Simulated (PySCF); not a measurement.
## Si2H4S2

The system: Si2H4S2, a small molecule; neutral, singlet. The structure was relaxed in the gas phase by PBE0-D3(BJ)/def2-SVP. No frequency run checks that it is a minimum.

SMILES: [SiH2]1S[SiH2]S1

| atom | x (Å) | y (Å) | z (Å) |
| --- | --- | --- | --- |
| Si1 | 0.514 | 0.224 | 1.284 |
| S2 | -0.658 | 1.493 | -0.007 |
| Si3 | -0.500 | -0.231 | -1.290 |
| S4 | 0.671 | -1.500 | 0.000 |
| H5 | -0.195 | -0.087 | 2.557 |
| H6 | 1.845 | 0.816 | 1.595 |
| H7 | -1.831 | -0.823 | -1.602 |
| H8 | 0.208 | 0.080 | -2.564 |

Shieldings: GIAO PBE0/pcSseg-2. Shifts are against computed references at the same level: H TMS (σ 31.24 ppm), Si TMS (σ 341.3 ppm). Core levels by delta-SCF with SCAN, pcX-2 on the ionised atom and pcseg-1 elsewhere, spin-free X2C (2p3/2 is the spin-free 2p value less a third of a first-order spin-orbit splitting); from the vacuum level, for chosen atoms.

**Question.** Give the NMR and core-level values of the distinct atoms.

**Answer.** 
| atoms | bonded to | σ (ppm) | δ (ppm) | core level (eV) |
| --- | --- | --- | --- | --- |
| Si1 Si3 | 2 S + 2 H | 351.3 | -10.0 | 2p3/2 107.93 |
| S2 S4 | 2 Si | 743.2 | - | 2p3/2 169.05 |
| H5 H6 H7 H8 | 1 Si | 25.26 | 5.99 | - |

Values are those of this one static structure; atoms that internal rotation interchanges would show their mean in an NMR spectrum.

**Question.** By CAM-B3LYP/def2-SVPD (TDDFT singlets, Tamm-Dancoff triplets, ionisation by delta-SCF), where does absorption start, and what does vertical ionisation take?

**Answer.** The first singlet with intensity lies at 5.69 eV (f 0.019); what lies below it is dark. The lowest singlet lies at 5.48 eV (f 0.000), the strongest of the first 6 at 5.69 eV (f 0.019), the lowest triplet at 5.21 eV; vertical ionisation takes 9.74 eV.
